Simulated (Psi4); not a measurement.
Two rigid molecules brought together: H3ClSi ··· Li+ (SMILES [SiH3]Cl and [Li+]) (charge +1). Monomers: optimised at B3LYP-D3(BJ) (def2-TZVP), held rigid. Orientation: lowest of the rigid-body minima from ten starts at GFN2-xTB (searched outside a hard wall at short contacts). R is the distance of the centres of mass, along which the second monomer moves. The shortest distances reach bonding range, where SAPT0 and rigid monomers are unreliable.

PBE/def2-TZVP, counterpoise-corrected (Psi4); PBE-D3(BJ)/def2-TZVP, counterpoise-corrected (Psi4); wB97X-V/def2-TZVP, counterpoise-corrected (Psi4).

Interaction energies in kJ/mol; the last columns give the difference from wB97X-V:

```
R / Å  PBE/def2-TZVP  PBE-D3(BJ)/def2-TZVP  wB97X-V/def2-TZVP  PBE/def2-TZVP − wB97X-V/def2-TZVP  PBE-D3(BJ)/def2-TZVP − wB97X-V/def2-TZVP
-----  -------------  --------------------  -----------------  ---------------------------------  ----------------------------------------
3.10          -66.64                -69.71             -64.77                              -1.88                                     -4.94
3.32          -70.11                -72.95             -68.82                              -1.29                                     -4.13
3.46          -66.46                -69.18             -65.45                              -1.01                                     -3.73
3.78          -53.55                -56.59             -53.14                              -0.40                                     -3.44
4.07          -42.47                -47.37             -42.59                               0.11                                     -4.78
4.58          -28.54                -32.62             -29.31                               0.78                                     -3.31
5.32          -17.55                -19.77             -18.67                               1.12                                     -1.11
6.30          -10.86                -11.67             -11.86                               1.01                                      0.19
7.58           -6.86                 -7.10              -7.60                               0.74                                      0.50
```

PBE/def2-TZVP is furthest from wB97X-V/def2-TZVP at 3.10 (-1.88 kJ/mol, below); its mean absolute difference over the points is 0.93 kJ/mol.

PBE-D3(BJ)/def2-TZVP is furthest from wB97X-V/def2-TZVP at 3.10 (-4.94 kJ/mol, below); its mean absolute difference over the points is 2.90 kJ/mol.
